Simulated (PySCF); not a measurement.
PySCF input file for Ge(F)(Cl)2(OH) (Cl2FGeHO), SMILES [OH][Ge]([F])([Cl])[Cl], PBE/pcSseg-1. Coordinates come from a B3LYP-D3(BJ)/def2-SVP optimisation. This is a generated structure with no PubChem entry under its InChIKey; it may be hypothetical. The values are those of a single conformer.

```python
import numpy as np
from pyscf import gto, scf, dft
from pyscf.prop.nmr import rks as nmr

mol = gto.M(
    atom='''
    O    -1.61123581   -0.88257032   -0.58396041
    Ge   -0.19179719   -0.13271686    0.11681519
    F    -0.20762159   -0.36277481    1.83070182
    Cl    1.52067874   -1.10083326   -0.68760879
    Cl   -0.14832138    1.98354334   -0.20670177
    H    -2.43408446   -0.43359572   -0.33943974
    ''',
    basis='pcSseg-1',
    charge=0,
    spin=0,
    max_memory=1600,
    verbose=3,
)
mf = dft.RKS(mol, xc='pbe')
mf.grids.level = 3
mf.conv_tol = 1e-10
mf.max_cycle = 100
mf.kernel()
n = nmr.NMR(mf)
n.verbose = 2
n.max_cycle_cphf = 60
sigma = n.kernel()
print('atom   isotropic/ppm   span/ppm')
for i, s in enumerate(sigma):
    w = np.linalg.eigvalsh((s + s.T) / 2)
    print(f'{mol.atom_symbol(i):2s}{i + 1:3d} {w.mean():14.3f} {w[2] - w[0]:11.3f}')
```

Output:

```
converged SCF energy = -3172.10948989853
atom   isotropic/ppm   span/ppm
O   1        215.843     127.070
Ge  2       1212.795      98.390
F   3        228.181     192.187
Cl  4        784.266     400.945
Cl  5        751.813     429.118
H   6         28.441      20.643
```

Self-consistency was reached.
